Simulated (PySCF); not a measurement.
**Assignment exercise: C10H16**

Structure with atom numbers: `[CH2:1]=[C:2]([CH3:3])[C@@H:4]1[CH2:5][CH:6]=[C:7]([CH3:8])[CH2:9][CH2:10]1`; H(Xn) means a hydrogen on atom n. Ha(C5), Ha(C9), Ha(C10) are cis to C2 on the ring; Ha(C1) is cis to C3; Hb(C5), Hb(C9), Hb(C10) are trans to C2 on the ring; Hb(C1) is trans to C3.

Calculated, not measured (PySCF 2.14): GIAO KT2/pcSseg-1 shieldings, PBE0-D3(BJ)/def2-SVP structure. Equivalent nuclei averaged, no relativistic terms, one computed conformer, isolated molecule.

References, each an isolated molecule treated in the same way: TMS for 13C (σref 183.22), 1H (σref 31.18).

Problem. Assign these signals to the numbered atoms. 13C{1H} NMR (computed): δ 149.5 (C), 132.5 (C), 121.3 (CH), 108.7 (CH2), 47.7 (CH), 35.2 (CH2), 34.3 (CH2), 31.7 (CH2), 26.4 (CH3), 18.8 (CH3).

Solution. 
| δ (ppm) | atoms | environment | reason |
| --- | --- | --- | --- |
| 149.5 | C2 | fully substituted alkene carbon | an sp2 carbon of a C=C bond |
| 132.5 | C7 | fully substituted alkene carbon | – |
| 121.3 | C6 | alkene CH | as expected for a trigonal carbon in a double bond |
| 108.7 | C1 | terminal =CH2 carbon | as expected for a trigonal carbon in a double bond |
| 47.7 | C4 | allylic sp3 CH | saturated and bonded to C and H only |
| 35.2 | C5 | allylic sp3 CH2 | aliphatic region, no heteroatom directly attached |
| 34.3 | C9 | allylic sp3 CH2 | – |
| 31.7 | C10 | sp3 CH2 in a ring | a saturated carbon with 2 carbon neighbours and no heteroatom attached |
| 26.4 | C8 | allylic methyl carbon | saturated and bonded to C and H only |
| 18.8 | C3 | allylic methyl carbon | – |

C5 and C9 lie closer than the usual error of such a calculation, so a measured spectrum could show them in the other order.

Problem. Assign these signals to the numbered atoms. 1H NMR (400 MHz, computed): δ 5.59 (m, 1H), 4.96 (m, 1H), 4.80 (m, 1H), 2.34 (m, 1H), 2.17 (m, 1H), 2.07 (m, 1H), 1.91 (m, 1H), 1.88 (m, 1H), 1.72 (s, 3H), 1.71 (s, 3H), 1.54 (m, 1H), 1.49 (m, 1H).

Solution. 
5.59 → H(C6), hydrogen on an alkene CH: olefinic region
4.96 → Hb(C1), hydrogen on a terminal =CH2 carbon: a vinylic proton, deshielded by the sp2 carbon and the C=C anisotropy
4.80 → Ha(C1), hydrogen on a terminal =CH2 carbon
2.34 → Ha(C5), hydrogen on an allylic sp3 CH2: allylic position
2.17 → Hb(C9), hydrogen on an allylic sp3 CH2
2.07 → H(C4), hydrogen on an allylic sp3 CH: allylic position
1.91 → Ha(C9), hydrogen on an allylic sp3 CH2: allylic position
1.88 → Hb(C5), hydrogen on an allylic sp3 CH2
1.72 → H(C8), hydrogen on an allylic methyl carbon: allylic position
1.71 → H(C3), hydrogen on an allylic methyl carbon
1.54 → Ha(C10), hydrogen on an sp3 CH2 in a ring
1.49 → Hb(C10), hydrogen on an sp3 CH2 in a ring

Hb(C9) and H(C4); Ha(C9) and Hb(C5); H(C8) and H(C3); Ha(C10) and Hb(C10) lie closer than the usual error of such a calculation, so a measured spectrum could show them in the other order.

Shifts are as computed. Against solution values, carbons near 30 ppm lie about +2 ppm off and those near 130 ppm about -5 ppm. Of 1211 compounds with measured shifts, 218 miss one by over three times the rms of a fit or turn the order of signals round; such compounds aren't used in these exercises. Multiplicities follow the n + 1 count of equivalent neighbours, as no J values were calculated; m marks all less simple cases, F and P coupling included.
